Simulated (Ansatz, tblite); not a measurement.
Cost and result up the ladder for SnPhH3 (C6H8Sn) (15 atoms). Total charge 0; singlet. Geometry: r2SCAN-D4/def2-SVP.

Cartesian coordinates in Å:
```
Sn 2.231 -1.318 0.633
C 0.431 -0.263 0.117
C -0.724 -0.387 0.909
C -1.892 0.311 0.583
C -1.921 1.143 -0.540
C -0.780 1.274 -1.337
C 0.388 0.575 -1.011
H -0.722 -1.038 1.790
H -2.783 0.203 1.209
H -2.834 1.689 -0.795
H -0.798 1.921 -2.219
H 1.270 0.686 -1.650
H 3.081 -1.712 -0.802
H 1.815 -2.741 1.492
H 3.238 -0.343 1.623
```

Ansatz on 4 threads of Intel Xeon on a shared host; xTB runs through tblite on one thread. Times are rough, summed over both states, and most runs start from the orbitals of an earlier one. PBE0-D4/def2-TZVP serves as the yardstick here, not as an exact answer. Differences are given only for rows in sets of like size (and for xTB, whose basis is part of the method), since another set adds its own error. The other state is a doublet.

In the def2 sets Sn takes a core potential; there is no spin–orbit coupling. The xTB rows come from tblite. Correlated methods freeze 10 core orbitals; core or outer-core shells of Sn are correlated, in sets that lack core-valence functions. The rows differ in basis, and correlated rows in double-zeta sets carry the largest basis error. In CCSD on the charge 1 doublet the largest single amplitude is 0.16, so its Hartree–Fock determinant may place the open shell otherwise than the density functionals do.

Run but left out: HF/def2-SVP (singlet: restricted singlet, unstable towards broken spin symmetry).

Correlated methods converge slowly with the basis, most of all in double-zeta sets.

Raw xTB energies of ions are shifted by several eV.

```csv
level,functions,wall time,vertical IE (eV),difference from PBE0-D4/def2-TZVP (eV),remarks
GFN1-xTB,49,0.076 s,14.28,5.23,–
GFN2-xTB,41,0.082 s,13.50,4.45,–
PBE-D4/def2-TZVP (with forces),284,31 s,8.93,-0.12,–
revPBE-D4/def2-TZVP,284,40 s,8.94,-0.11,–
PBE0-D4/def2-TZVP,284,90 s,9.05,0.00,–
CCSD(T)/def2-SVP,150,7 min,9.07,–,"restricted SCF unstable (singlet), spin-contaminated (⟨S²⟩ 0.87) (+1 doublet)"
```
